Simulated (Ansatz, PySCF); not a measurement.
Gas-phase reaction (SMILES): [NH2][Al]([NH2])[F] + Cl (HCl) -> [NH2][Al]([NH2])[Cl] + F (HF); hydrogen chloride cleaves one Al-F bond, a model of a ligand-exchange step.

Structures are relaxed separately at B3LYP-D3(BJ)/def2-TZVP in Ansatz (an electronic-structure program), one conformer each, not searched for the lowest. Valence correlation only, unless marked. Spin-orbit coupling is left out. Non-relativistic. CBS marks a two-point X^-3 extrapolation of the correlation energy; Hartree-Fock from the larger set. Thermal terms are rigid-rotor harmonic-oscillator values from B3LYP-D3(BJ) frequencies (Ansatz or PySCF) at 298.15 K and 1 atm. 1 Eh = 627.5095 kcal/mol.

```
species               E, CCSD(T)/CBS(aug-cc-pV(T+d)Z,aug-cc-pV(Q+d)Z) (Ansatz) (Eh)  E, B3LYP-D3(BJ)/def2-TZVPD (Ansatz + dftd3) (Eh)  H - E (Eh)
--------------------  -------------------------------------------------------------  ------------------------------------------------  ----------
[NH2][Al]([NH2])[F]                                                      -453.77674                                        -454.48716     0.06081
Cl (HCl)                                                                 -460.37804                                        -460.83744     0.01000
[NH2][Al]([NH2])[Cl]                                                     -813.75592                                        -814.82262     0.06019
F (HF)                                                                   -100.39216                                        -100.49389     0.01259
```

Question: Work out ΔE and ΔH at 298.15 K at the first level, then ΔH at the second.

Answer: 
1. ΔE = [(-813.75592) + (-100.39216)] - [(-453.77674) + (-460.37804)] = 0.00670 Eh = 4.2 kcal/mol at CCSD(T)/CBS(aug-cc-pV(T+d)Z,aug-cc-pV(Q+d)Z).
2. The terms H - E add up to 0.00197 Eh, so ΔH = (0.00670 + (0.00197))×627.5095 = 5.4 kcal/mol.
3. At B3LYP-D3(BJ)/def2-TZVPD the same steps give ΔE = 5.1 and ΔH = 6.3 kcal/mol, a shift of +0.9 from the first level.
4. These values are not checked against measurement here, since the tables used lack a sound gas-phase enthalpy of formation for at least one species.
